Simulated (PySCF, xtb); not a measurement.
C3H11NSi2, SMILES C=C([SiH3])N(C)[SiH3]. Other conformers were not sampled.

Harmonic wavenumbers (cm⁻¹) from GFN2-xTB in xtb at its own minimum, in rising order: 39, 91, 142, 192, 208, 266, 335, 372, 387, 410, 547, 561, 582, 588, 613, 684, 768, 775, 780, 799, 801, 808, 822, 837, 1017, 1095, 1099, 1235, 1277, 1410, 1433, 1485, 1513, 1622, 2195, 2224, 2229, 2250, 2258, 2266, 2931, 2959, 3040, 3111, 3128.

**Question.** What does PySCF with B3LYP-D3(BJ)/def2-SVP give at its own minimum? (Estimate from the structure and the level; the computed values follow.)

**Answer.** 52, 62, 184, 204, 246, 270, 310, 359, 393, 413, 542, 673, 695, 701, 721, 737, 784, 842, 929, 937, 953, 961, 971, 986, 1020, 1108, 1134, 1248, 1306, 1412, 1457, 1457, 1496, 1627, 2196, 2214, 2220, 2233, 2243, 2268, 2995, 3060, 3116, 3161, 3250. Paired by order, the mean absolute difference is 51 cm⁻¹ and the zero-point energies are 77.5 and 80.3 kcal/mol.
